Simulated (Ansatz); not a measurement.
Cost and result for the atomization energy of H₆SbSi₂, SMILES `[SiH3][Sb][SiH3]` radical (9 atoms, 8 bonds).

| atom | x (Å) | y (Å) | z (Å) |
| --- | --- | --- | --- |
| Si1 | 0.383 | -1.686 | -0.448 |
| Sb2 | 1.578 | 0.038 | 1.028 |
| Si3 | -0.313 | 1.688 | 0.494 |
| H4 | -0.981 | -1.962 | 0.078 |
| H5 | 1.152 | -2.958 | -0.472 |
| H6 | 0.258 | -1.178 | -1.841 |
| H7 | -0.076 | 2.979 | 1.192 |
| H8 | -1.622 | 1.138 | 0.940 |
| H9 | -0.381 | 1.941 | -0.971 |

The species carries charge 0 and has multiplicity 2. Correlated methods include outer-core shells of Sb, which these sets cover unevenly. Sb takes the def2 core potential. The structure was optimised at the PBE0-D4/def2-TZVP level. Program: Ansatz. All runs use 4 threads of an Arm Neoverse V1 on a shared host. Times are those of one run each, without the atoms' runs, and a repeat can differ threefold. Electronic energies, without spin–orbit coupling; frozen cores. CCSD(T)/CBS adds CCSD(T) − MP2 in def2-TZVPP to the MP2 limit, and its time is that of the two runs behind it. T1 = 0.014; ⟨S²⟩ of the reference is 0.77. With those shells the extrapolation isn't a true limit.

CCSD(T)/CBS is a level of theory with its own doubt, some kJ/mol a heavy atom from the limit and from the frozen cores, so smaller differences don't rank the functionals.

| level | functions | wall time | atomization (kJ/mol) | difference from CCSD(T)/CBS | per bond |
| --- | --- | --- | --- | --- | --- |
| BLYP-D4/def2-TZVPP | 218 | 3 s | 2358.4 | -21.4 | -2.7 |
| PBE-D4/def2-TZVPP (with forces) | 218 | 3.2 s | 2346.5 | -33.3 | -4.2 |
| BHLYP-D4/def2-TZVPP | 218 | 5.5 s | 2366.6 | -13.2 | -1.6 |
| PBE0-D4/def2-TZVPP | 218 | 6.5 s | 2342.0 | -37.8 | -4.7 |
| CAM-B3LYP-D4/def2-TZVPP | 218 | 7 s | 2382.1 | 2.3 | 0.3 |
| PBE-QIDH/def2-TZVPP | 218 | 7 s | 2326.2 | -53.6 | -6.7 |
| r2SCAN-D4/def2-TZVPP (with forces) | 218 | 7.5 s | 2371.7 | -8.1 | -1.0 |
| CCSD(T)/def2-SVP | 92 | 9 s | 2174.9 | -204.9 | -25.6 |
| B97M-V/def2-TZVPP | 218 | 14 s | 2394.1 | 14.3 | 1.8 |
| ωB97M-V/def2-TZVPP (with forces) | 218 | 20 s | 2371.0 | -8.8 | -1.1 |
| MP2/def2-QZVPP | 402 | 28 s | 2300.0 | -79.8 | -10.0 |
| CCSD(T)/def2-TZVPP | 218 | 5.1 min | 2305.9 | -73.9 | -9.2 |
| CCSD(T)/CBS(def2) | – | 5.6 min | 2379.8 | 0.0 | 0.0 |

The D4 term adds +38.0 kJ/mol with B3LYP and +20.0 kJ/mol with PBE0; it sums over pairs of atoms, weighted by their polarisabilities, and B3LYP, whose exchange is more repulsive, gets the larger term. From BLYP to BHLYP (50 % exact exchange), in def2-TZVPP and without D4, the atomization energy moves by +21.4 kJ/mol. At CCSD(T), def2-SVP lies −204.9 kJ/mol from the extrapolated value and def2-TZVPP −73.8 kJ/mol: correlation converges slowly with the basis, and small sets miss more of it in the bonded molecule than in its fragments.

B3LYP here is the variant with VWN-RPA as its local correlation; programs differ in this.
